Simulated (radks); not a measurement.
The numbers below are computed, except where a source is named.
Problem. The mean radii <r> (bohr) of the occupied orbitals of an atom or ion are listed with their occupations. Level of theory: Dirac Kohn-Sham, PBE, spin-unpolarised, spherical densities, point nucleus (a radial shooting solver on a logarithmic mesh with Libxc functionals).

orbital  occ.      <r>
1s1/2       2  0.02905
2s1/2       2   0.1251
2p1/2       2   0.1058
2p3/2       4   0.1112
3s1/2       2   0.3390
3p1/2       2   0.3299
3p3/2       4   0.3411
3d3/2       4   0.3125
3d5/2       6   0.3161
4s1/2       2   0.8179
4p1/2       2   0.8637
4p3/2       4   0.8927
4d3/2       4    1.062
4d5/2       6    1.074

Name the element and its charge. Open shells, if any, fill j = l - 1/2 first.

Solution. Z = 50, tin, charge +4: Sn4+ in [Kr] 4d10. The 1s radius gives Z: for a bare nucleus <r> = (2 gamma + 1)/(2Z) with gamma = sqrt(1 - (Z/c)^2), 0.02862 bohr for Z = 50, and screening makes it slightly larger (0.02905 here). The occupations add up to 46, and the charge is Z minus that.
